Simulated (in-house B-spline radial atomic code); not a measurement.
A fraction x of an electron is removed from 4d in Ce²⁺, starting from [Xe] 4f2 and keeping the highest spin. All numbers are computed (scalar-relativistic (X2C) OLYP, spin-polarised, spherical fractional occupations; Fermi nucleus of rms radius 4.8771 fm) with a radial B-spline atomic code at the basis-set limit, not measured.

```
   x  E(x) - E(0) (eV)  4d down level (eV)
   0            0.0000            -115.982
 0.2           23.5533            -119.578
0.27                 ?                   ?
0.46           55.2746            -124.466
 0.5                 ?                   ?
0.53           64.0344            -125.816
0.71           86.9977            -129.345
0.83          102.6624            -131.739
0.93          115.9370            -133.758
   1          125.3499            -135.183
```

(1) What belongs in the row x = 0.27?

(2) What belongs in the row x = 0.5?

(3) Check Janak's theorem between x = 0.53 and 0.71.

## Answers

(1) An energy change of 31.9690 eV; 4d down at -120.873 eV.

(2) An energy change of 60.2686 eV; 4d down at -125.236 eV.

(3) The slope of the energy is 127.57 eV; the orbital levels give 127.58 eV (-ε of the emptying orbital, averaged over the two points).
